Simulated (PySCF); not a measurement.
C11H8OS. Atoms are numbered in the order given.

```xyz
21

O      4.9000     0.6142     0.4558
C      4.1901     0.1495    -0.4077
C      2.7159     0.0645    -0.3325
C      1.9793    -0.4928    -1.3881
C      0.5930    -0.5741    -1.3204
C     -0.1037    -0.0989    -0.1895
C     -1.5636    -0.1867    -0.1221
C     -2.4433    -0.7074    -1.0545
C     -3.8066    -0.6288    -0.6567
C     -3.9628    -0.0481     0.5784
S     -2.4480     0.4082     1.2667
C      0.6498     0.4603     0.8675
C      2.0329     0.5413     0.7988
H      4.6283    -0.2612    -1.3555
H      2.5040    -0.8662    -2.2724
H      0.0425    -1.0108    -2.1542
H     -2.1222    -1.1374    -2.0029
H     -4.6395    -0.9884    -1.2619
H     -4.8865     0.1376     1.1240
H      0.1370     0.8359     1.7559
H      2.6166     0.9732     1.6143
```
Charge 0, spin multiplicity 1.

Geometry optimised at B3LYP-D3(BJ)/def2-SVP. Other conformers were not sampled.

The numbers are results of TDA-PBE/def2-SVP run with PySCF, not measurements.

Vertical excitations. Isolated molecule, no solvent.

```csv
state,energy (eV),λ (nm),f,main pairs
S1,2.87,432,0.000,HOMO−1→LUMO 97 %
S2,3.65,339,0.594,HOMO→LUMO 74 %
S3,3.90,318,0.043,HOMO−2→LUMO 83 %
S4,4.09,303,0.000,HOMO−1→LUMO+1 93 %
S5,4.11,302,0.014,"HOMO−3→LUMO 58 %, HOMO→LUMO+1 23 %, HOMO→LUMO+2 15 %"
S6,4.31,288,0.000,HOMO−1→LUMO+2 93 %
T1,2.48,501,0,HOMO→LUMO 95 %
T2,2.55,487,0,HOMO−1→LUMO 96 %
```
Triplets are in the Tamm–Dancoff approximation.
